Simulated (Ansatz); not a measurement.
One geometry of CH7B2N, SMILES `CBBN`, several functionals.

```yaml
crystal:
  periodic: [false, false, false]
  atoms:
    - {symbol: C, position_ang: [-0.552189, 1.610593, 0.505391]}
    - {symbol: B, position_ang: [-0.789075, 0.199048, -0.121734]}
    - {symbol: B, position_ang: [0.425685, -0.809563, -0.683448]}
    - {symbol: N, position_ang: [1.058394, -1.827640, 0.025745]}
    - {symbol: H, position_ang: [-1.298935, 1.888238, 1.254576]}
    - {symbol: H, position_ang: [-0.711620, 2.314868, -0.328113]}
    - {symbol: H, position_ang: [0.450300, 1.802822, 0.892366]}
    - {symbol: H, position_ang: [-1.941491, -0.109194, -0.308325]}
    - {symbol: H, position_ang: [0.804134, -0.651201, -1.820820]}
    - {symbol: H, position_ang: [1.780487, -2.404226, -0.371753]}
    - {symbol: H, position_ang: [0.839710, -2.070845, 0.976817]}
basis:
  gaussian: {orbitals: def2-TZVPP}
hamiltonian: {xc: hse06, dispersion: d4}
output: {orbitals: {seedname: orbitals}}
```

```sh
$ ansatz run in.yaml --threads 2 --pin off --events-out ev --progress --plain --max-ram 4352MiB
```

It prints (some lines left out):

```
Functional definition: HSE06
1086 factors; their error is unknown
118 factors; integrals over basis functions are off by at most 3.9e-7 eV
mean field evaluation 1: about -3979.3618 eV, gradient 7.1e1 eV
mean field evaluation 2: about -3970.7881 eV, gradient 9.0e1 eV
mean field evaluation 4: about -3990.1801 eV, gradient 5.4e0 eV
mean field evaluation 8: about -3990.2485 eV, gradient 4.8e-2 eV
mean field evaluation 16: about -3990.2421 eV, gradient 2.0e-5 eV
mean field -3990.24214278 eV, -146.6386940639 hartree, gradient 2.0e-5 eV, S^2 0.000000; 0 other end points of the search recorded, 0 dependent functions left out
reference -3990.24218863 eV, -146.6386957490 hartree; 15, 15 occupied and 207, 207 virtual orbitals, 1086 factors
Total energy: -3990.35971966 eV, -146.6430149344 hartree
```

Run time 3.2 s (2 threads of an Arm Neoverse V2 on a shared host); peak host memory 0.39 GiB.

With the line `hamiltonian: {xc: {name: r2SCANh}, dispersion: d4}` (abridged; 4.9 s):

```
Functional definition: r2SCANh
mean field evaluation 16: about -3992.9612 eV, gradient 3.7e-5 eV
mean field -3992.96121108 eV, -146.7386179808 hartree, gradient 3.7e-5 eV, S^2 0.000000
Total energy: -3993.00189483 eV, -146.7401130810 hartree
```

The same input with `hamiltonian: {xc: pbe0, dispersion: d4}` (abridged; 2.9 s):

```
Functional definition: PBE0
mean field evaluation 16: about -3990.5066 eV, gradient 7.8e-5 eV
mean field -3990.50657693 eV, -146.6484118396 hartree, gradient 7.8e-5 eV, S^2 0.000000
Total energy: -3990.63370154 eV, -146.6530835828 hartree
```

Changing it to `hamiltonian: {xc: {name: revPBE}, dispersion: d4}` (abridged; 2.4 s):

```
Functional definition: revPBE
mean field evaluation 16: about -3994.4522 eV, gradient 2.8e-4 eV
mean field -3994.45221751 eV, -146.7934114567 hartree, gradient 2.1e-5 eV, S^2 0.000000
Total energy: -3994.96047727 eV, -146.8120896582 hartree
```

The same input with `hamiltonian: {xc: {name: r2SCAN0}, dispersion: d4}` (abridged; 5 s):

```
Functional definition: r2SCAN0
mean field evaluation 16: about -3992.8003 eV, gradient 2.1e-5 eV
mean field -3992.80027278 eV, -146.7327036074 hartree, gradient 2.1e-5 eV, S^2 0.000000
Total energy: -3992.84493192 eV, -146.7343448006 hartree
```

With the line `hamiltonian: {xc: {name: LC-wPBE}}` (abridged; 2.9 s):

```
Functional definition: LC-wPBE
mean field evaluation 16: about -3992.9768 eV, gradient 1.3e-4 eV
mean field -3992.97681418 eV, -146.7391913841 hartree, gradient 4.6e-5 eV, S^2 0.000000
Total energy: -3992.97681419 eV, -146.7391913844 hartree
```

HSE06 is the plane-wave form, built on full-range PBE exchange.
